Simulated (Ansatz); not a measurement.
Single points on Mg₃O₃⁺, that is (MgO)3 ring with one electron fewer.

```yaml
crystal:
  periodic: [false, false, false]
  atoms:
    - {symbol: Mg, position_ang: [1.443772, 0.286979, -0.861553]}
    - {symbol: O, position_ang: [0.005486, 1.230215, -1.505648]}
    - {symbol: Mg, position_ang: [-1.439248, 0.791126, -0.460102]}
    - {symbol: O, position_ang: [-1.645972, -0.327585, 0.981767]}
    - {symbol: Mg, position_ang: [-0.004548, -1.078242, 1.321562]}
    - {symbol: O, position_ang: [1.640500, -0.902492, 0.523974]}
basis:
  gaussian: {orbitals: def2-TZVP, initial_orbitals: start.molden}
total_charge: 1
magnetization: {spin_polarized: true, initial_magnetization: 1}
hamiltonian: {xc: pbe, dispersion: d4}
scf: {omitted_lower_state_checks: [starts]}
output: {orbitals: {seedname: orbitals}}
```

The file start.molden holds the orbitals of an earlier run on this structure, at another level or in another basis.

```sh
$ ansatz run in.yaml --threads 4 --pin off --events-out ev --progress --plain --max-ram 3916MiB
```

Output, abridged:

```
Functional definition: PBE
1317 factors; their error is unknown
mean field evaluation 1: about -22457.5084 eV, gradient 7.8e0 eV
mean field evaluation 2: about -22457.6815 eV, gradient 2.3e-1 eV
mean field evaluation 4: about -22457.6708 eV, gradient 1.4e-1 eV
mean field evaluation 8: about -22457.6712 eV, gradient 2.4e-2 eV
mean field evaluation 16: about -22457.6712 eV, gradient 5.5e-4 eV
mean field -22457.67124109 eV, -825.3041957536 hartree, gradient 4.5e-6 eV, S^2 0.756814; 0 other end points of the search recorded, 0 dependent functions left out
reference -22457.67131978 eV, -825.3041986454 hartree; 30, 29 occupied and 159, 160 virtual orbitals, 1317 factors
Total energy: -22457.81792139 eV, -825.3095861553 hartree
Checks for a lower state left out: starts
```

Hardware: 4 threads of Arm Neoverse V2 on a shared host. Wall time 7.5 s.

First input, but with `hamiltonian: {xc: pbe0, dispersion: d4}` (abridged; 19 s):

```
Functional definition: PBE0
mean field evaluation 16: about -22458.1894 eV, gradient 1.7e-5 eV
mean field -22458.18943977 eV, -825.3232392040 hartree, gradient 9.3e-6 eV, S^2 0.780829
Total energy: -22458.31520925 eV, -825.3278611472 hartree
Checks for a lower state left out: starts
```

As the first input, with `hamiltonian: {xc: r2scan, dispersion: d4}` (abridged; 47 s):

```
Functional definition: r2SCAN
mean field evaluation 16: about -22469.0893 eV, gradient 2.0e-4 eV
mean field -22469.08933964 eV, -825.7238031361 hartree, gradient 1.8e-6 eV, S^2 0.765115
Total energy: -22469.12256099 eV, -825.7250239981 hartree
Checks for a lower state left out: starts
```

Geometry: PBE0-D4/def2-SVP, that of the neutral singlet.

At PBE-D4/def2-TZVP the gap within one spin of the charge 1 doublet nearly closes, so an electron or hole may be smeared out by delocalisation error.
